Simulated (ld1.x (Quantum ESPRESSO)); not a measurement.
**Pd (Z = 46), RRKJ: configuration errors across variants**

- Element: palladium (Pd)
- Generator: ld1.x (Quantum ESPRESSO) 7.5
- Type: norm-conserving RRKJ (Kleinman–Bylander form)
- Functional: PW91
- Relativity: scalar-relativistic
- Frozen core: [Ar] 3d10
- Valence charge: 18
- Reference configuration: 4s2 4p6 4d8 5s0 5p0 (charge +2)
- Partial waves: 4s (bound): rc 1.45 bohr; 4p (bound): rc 1.35 bohr; 4d (bound): rc 1.95 bohr; 4f channel at -0.05 Ry: rc 1.55 bohr
- Local potential: all-electron potential smoothed inside 1.50 bohr (lloc = -1)
- Core correction: none

All-electron excitation energies from the reference (eV): (1) 4s2 4p6 4d10 5s0 5p0 -30.080; (2) 4s2 4p6 4d9 5s0 5p0 -20.895; (3) 4s2 4p6 4d7 5s0 5p0 34.439; (4) 4s2 4p5 4d10 5s0 5p0 27.162; (5) 4s2 4p6 4d9.5 5s0 5p0 -26.813; (6) 4s1 4p6 4d10 5s0 5p0 61.571; (7) 4s2 4p6 4d9 5s0 5p1 -24.801.

Tests that are not counted but printed errors over 1 eV. “type ultrasoft; waves now 4s (bound): rcut 1.25, rcutus 1.45 bohr; 5s (bound): rcut 1.25, rcutus 1.45 bohr; 4p (bound): rc 1.35 bohr; 5p (bound): rc 1.35 bohr; 4d (bound): rcut 1.70, rcutus 1.95 bohr; 4d channel at 1.85 Ry: rcut 1.70, rcutus 1.95 bohr; 4f channel at -0.05 Ry: rcut 1.35, rcutus 1.55 bohr; 4f channel at 0.65 Ry: rcut 1.35, rcutus 1.55 bohr; local potential all-electron potential smoothed inside 1.90 bohr (lloc = -1); augmentation built from norm-conserving waves at rcut, not smoothed further”: 4s2 4p5 4d10 5s0 5p0 (solver errors, printed error -3087 eV); 4s2 4p6 4d10 5s0 5p0 (solver errors, printed error -3050 eV); 2 more. “wave 4d (bound): rc 1.95 bohr becomes 4d (bound): rc 2.80 bohr”: 4s2 4p6 4d10 5s0 5p0 (solver errors, printed error -3291 eV).

2 further variants failed, have other tests or another functional or relativity, and are left out.

A true bound ghost makes a file unfit for plane-wave use even where its test errors are small: the radial tests pick states by their node count and pass the ghost by.

Errors AE − PS in meV (a dash: test not solved or not reliable):

```csv
change,(1),(2),(3),(4),(5),(6),(7),bound ghosts
base,-9.5,+0.2,+7.1,-100,-3.5,-239,-71,none
core correction a·sin(br)/r model core inside 0.58 bohr,-9.5,+0.2,+7.3,-111,-3.5,-319,-71,none
local potential all-electron potential smoothed inside 0.72 bohr (lloc = -1),-3.5,+2.6,+12,-98,+0.8,-227,+55,s
wave 4f channel at -0.05 Ry: rc 1.55 bohr becomes 4f channel at -0.14 Ry: rc 1.55 bohr,-9.5,+0.2,+7.1,-100,-3.5,-239,-71,none
"all radii scaled by about 1.26 (s 1.82, p 1.70, d 2.46, f 1.94 bohr); local potential all-electron potential smoothed inside 1.88 bohr (lloc = -1)",+25,+27,+93,-251,+34,-842,-14,none
"type ultrasoft; waves now 4s (bound): rcut 1.25, rcutus 1.45 bohr; 5s (bound): rcut 1.25, rcutus 1.45 bohr; 4p (bound): rc 1.35 bohr; 5p (bound): rc 1.35 bohr; 4d (bound): rcut 1.70, rcutus 1.95 bohr; 4d channel at 1.85 Ry: rcut 1.70, rcutus 1.95 bohr; 4f channel at -0.05 Ry: rcut 1.35, rcutus 1.55 bohr; 4f channel at 0.65 Ry: rcut 1.35, rcutus 1.55 bohr; local potential all-electron potential smoothed inside 1.90 bohr (lloc = -1); augmentation built from norm-conserving waves at rcut, not smoothed further",–,–,–,–,–,–,–,not determined
wave 4p (bound): rc 1.35 bohr becomes 4p (bound): rc 1.86 bohr,-9.8,+0.2,+7.6,-136,-3.6,-246,-68,none
wave 4d (bound): rc 1.95 bohr becomes 4d (bound): rc 2.80 bohr,–,+101,+247,-269,+158,-621,-23,none
wave 4f channel at -0.05 Ry: rc 1.55 bohr becomes 4f channel at -0.05 Ry: rc 1.12 bohr,-9.5,+0.2,+7.1,-100,-3.5,-239,-71,none
local potential the d channel,-25,-6.3,-7.0,-66,-15,-158,-34,none
```

Problem. Give the same row for: wave 4s (bound): rc 1.45 bohr becomes 4s (bound): rc 1.90 bohr.

Solution. -9.0, +0.5, +8.1, -98, -3.0, -594, -71; bound ghosts: none.
